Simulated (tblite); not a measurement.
Input of a run (GFN2-xTB geometry optimisation, gas phase (tblite 0.8.0)), started from a force field or distance geometry:
```
{"job": {"kind": "relax", "xc": "GFN2-xTB", "basis": "xTB"}, "charge": 0, "multiplicity": 1}
C      3.083400     0.446500     0.478100
S      1.998600    -0.925600     1.026500
C      0.652100    -0.943600    -0.120400
C      0.653700    -1.665900    -1.301500
N     -0.382900    -1.667800    -2.145100
N     -1.447900    -0.929400    -1.862300
C     -1.499300    -0.193700    -0.735000
C     -2.712800     0.605300    -0.470300
C     -0.459800    -0.172300     0.185000
C     -0.509300     0.629600     1.440100
H      3.190600     0.374200    -0.617000
H      2.475800     1.371700     0.675500
H      3.997300     0.394100     1.068300
H      1.550700    -2.265800    -1.496300
H     -2.606800     1.416500     0.240300
H     -3.583300    -0.058300    -0.248200
H     -2.986500     1.082600    -1.457200
H     -1.211600     0.190200     2.190800
H     -0.738200     1.690500     1.243100
H      0.531300     0.631800     1.902500
```

Output (eV, eV/Å):
```
step      E/eV     max force
  0    -792.54785    2.447
  1    -792.79488    1.013
  2    -792.87889    0.686
  3    -792.93889    0.547
  4    -792.97181    0.319
  5    -792.98422    0.225
  6    -792.99147    0.204
  7    -792.99663    0.178
  8    -793.00209    0.180
  9    -793.00744    0.162
 10    -793.01201    0.138
 11    -793.01581    0.127
 12    -793.01915    0.150
 13    -793.02191    0.118
 14    -793.02372    0.081
 15    -793.02486    0.066
 16    -793.02587    0.078
 17    -793.02689    0.078
 18    -793.02769    0.057
 19    -793.02826    0.061
 20    -793.02886    0.062
 21    -793.02977    0.078
 22    -793.03114    0.101
 23    -793.03290    0.115
 24    -793.03484    0.110
 25    -793.03703    0.117
 26    -793.03982    0.146
 27    -793.04324    0.142
 28    -793.04699    0.158
 29    -793.05045    0.147
 30    -793.05319    0.118
 31    -793.05529    0.096
 32    -793.05677    0.071
 33    -793.05767    0.075
 34    -793.05788    0.080
 35    -793.05887    0.072
 36    -793.05959    0.061
 37    -793.06117    0.109
 38    -793.06240    0.110
 39    -793.06394    0.116
 40    -793.06582    0.089
 41    -793.06835    0.105
 42    -793.07022    0.120
 43    -793.07230    0.131
 44    -793.07437    0.137
 45    -793.07640    0.104
 46    -793.07809    0.095
 47    -793.07932    0.112
 48    -793.08034    0.073
 49    -793.08101    0.059
 50    -793.08148    0.054
 51    -793.08208    0.069
 52    -793.08292    0.065
 53    -793.08387    0.071
 54    -793.08477    0.081
 55    -793.08562    0.078
 56    -793.08645    0.075
 57    -793.08718    0.067
 58    -793.08739    0.120
 59    -793.08838    0.063
 60    -793.08900    0.046
 61    -793.09003    0.050
 62    -793.09060    0.052
 63    -793.09135    0.055
 64    -793.09193    0.045
 65    -793.09251    0.043
 66    -793.09290    0.031
 67    -793.09311    0.033
 68    -793.09324    0.034
 69    -793.09339    0.034
 70    -793.09359    0.036
 71    -793.09376    0.039
 72    -793.09398    0.040
 73    -793.09430    0.042
 74    -793.09475    0.046
 75    -793.09526    0.049
 76    -793.09577    0.055
 77    -793.09638    0.068
 78    -793.09710    0.069
 79    -793.09779    0.058
 80    -793.09831    0.043
 81    -793.09875    0.076
 82    -793.09917    0.049
 83    -793.09971    0.031
 84    -793.09988    0.049
 85    -793.10012    0.032
 86    -793.10029    0.031
 87    -793.10075    0.038
 88    -793.10106    0.047
 89    -793.10144    0.043
 90    -793.10179    0.035
 91    -793.10214    0.043
 92    -793.10248    0.044
 93    -793.10279    0.040
 94    -793.10314    0.035
 95    -793.10357    0.048
 96    -793.10408    0.052
 97    -793.10468    0.050
 98    -793.10518    0.043
 99    -793.10547    0.039
100    -793.10563    0.036
101    -793.10581    0.038
102    -793.10605    0.038
103    -793.10659    0.041
104    -793.10689    0.057
105    -793.10733    0.050
106    -793.10777    0.062
107    -793.10838    0.058
108    -793.10890    0.066
109    -793.10902    0.100
110    -793.10974    0.048
111    -793.11000    0.031
112    -793.11034    0.032
113    -793.11075    0.051
114    -793.11131    0.079
115    -793.11193    0.090
116    -793.11300    0.097
117    -793.11457    0.096
118    -793.11750    0.139
119    -793.12021    0.222
120    -793.12035    0.254
121    -793.12535    0.194
122    -793.12834    0.167
123    -793.13103    0.159
124    -793.13361    0.160
125    -793.13734    0.170
126    -793.13958    0.172
127    -793.14205    0.143
128    -793.14399    0.160
129    -793.14711    0.146
130    -793.15161    0.158
131    -793.15384    0.132
132    -793.15597    0.095
133    -793.15818    0.116
134    -793.15980    0.084
135    -793.16127    0.085
136    -793.16351    0.085
137    -793.16564    0.092
138    -793.16750    0.127
139    -793.16880    0.117
140    -793.17081    0.105
141    -793.17364    0.089
142    -793.17503    0.084
143    -793.17608    0.063
144    -793.17691    0.079
145    -793.17821    0.119
146    -793.17994    0.124
147    -793.18193    0.120
148    -793.18373    0.105
149    -793.18556    0.113
150    -793.18824    0.168
151    -793.19298    0.264
152    -793.19968    0.271
153    -793.20602    0.228
154    -793.21170    0.147
155    -793.21276    0.333
156    -793.21669    0.180
157    -793.21948    0.113
158    -793.22391    0.125
159    -793.22640    0.154
160    -793.22892    0.155
161    -793.23249    0.124
162    -793.23475    0.120
163    -793.23670    0.105
164    -793.23841    0.108
165    -793.24012    0.088
166    -793.24152    0.120
167    -793.24305    0.128
168    -793.24492    0.126
169    -793.24725    0.109
170    -793.24849    0.098
171    -793.24961    0.090
172    -793.25031    0.069
173    -793.25074    0.042
174    -793.25106    0.045
175    -793.25137    0.044
176    -793.25158    0.034
177    -793.25176    0.028
178    -793.25191    0.033
179    -793.25207    0.027
180    -793.25215    0.018
181    -793.25219    0.012
182    -793.25222    0.012
183    -793.25226    0.012
184    -793.25230    0.013
185    -793.25235    0.016
186    -793.25241    0.016
187    -793.25250    0.017
188    -793.25259    0.019
189    -793.25267    0.021
190    -793.25274    0.022
191    -793.25283    0.022
192    -793.25297    0.027
193    -793.25318    0.030
194    -793.25344    0.039
195    -793.25375    0.051
196    -793.25409    0.060
197    -793.25445    0.059
198    -793.25483    0.045
199    -793.25512    0.047
200    -793.25537    0.034
201    -793.25554    0.025
202    -793.25569    0.021
203    -793.25574    0.017
204    -793.25580    0.010
205    -793.25582    0.008
```

**Question.** Summarise the run.

**Answer.** The energy falls by 68.3 kJ/mol over 205 L-BFGS steps, the largest force on an atom goes from 2.45 to 0.008 eV/Å, and the atoms move by 1.010 Å rms after alignment. The bond that changes most is C10–H20 (benzylic-type carbon to methyl hydrogen), which shortens by 0.052 Å. Bonds longer at the end by more than 0.005 Å: 5 of 20; shorter: 12. Among the angles that change most is H11–C1–H13, from 117.0° to 109.9°. Among the dihedrals that turn most is C1–S2–C3–C9, from -90° to 180°. The energy never rose by more than 1e-5 eV on the way. The first step brought 35 % of the lowering.

**Question.** What are the final bond lengths?

**Answer.** C1–S2 1.813 Å, S2–C3 1.764 Å, C3–C4 1.399 Å, C4–N5 1.313 Å, N5–N6 1.296 Å, N6–C7 1.323 Å, C7–C8 1.493 Å, C7–C9 1.405 Å, C9–C10 1.492 Å, C3–C9 1.395 Å, C1–H11 1.086 Å, C1–H12 1.086 Å, C1–H13 1.086 Å, C4–H14 1.079 Å, C8–H15 1.089 Å, C8–H16 1.089 Å, C8–H17 1.086 Å, C10–H18 1.090 Å, C10–H19 1.089 Å, C10–H20 1.087 Å. Numbering counts from 1 in the input's order; the species is `CSc1cnnc(C)c1C`.

Its GFN2-xTB frequencies are all real (lowest 43 cm⁻¹). One conformer, not necessarily the lowest.

These are computed values.
